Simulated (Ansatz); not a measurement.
Molecule: GaH (charge 0, singlet). SMILES: [GaH]
Geometry from a B3LYP-D3(BJ)/def2-TZVP (Ansatz, a quantum-chemistry and plane-wave program) optimisation:
```
Ga
H 1 1.6890
```
Charge 0, spin multiplicity 1.

Quantity: atomisation energy, in kcal/mol. Set-up: LANL2DZ with its own core potentials from Na on; non-relativistic; no spin-orbit coupling; 6-31G* and kin with 6d, 5d where marked; UHF or UKS for open shells; atomisation electronic, to ground-state atoms. Ab initio and DFT rows: single points at B3LYP-D3(BJ) geometries (Ansatz).

```tsv
level	program	atomisation energy (kcal/mol)
PBE/3-21G	Ansatz	69.8
PBE/LANL2DZ	Ansatz	65.8
PBE/6-31G*	Ansatz	65.1
PBE/def2-SVP	Ansatz	66.4
PBE/6-31G* with LANL2DZ past Ar	Ansatz	64.8
PBE/def2-TZVPD	Ansatz	66.7
```

No value to compare with is used here. The 5 habitual levels span 64.8 (PBE/6-31G* with LANL2DZ past Ar) to 69.8 kcal/mol (PBE/3-21G); PBE/def2-TZVPD gives 66.7.

The sets are all those run for this method; runs whose electronic state is in doubt are left out.
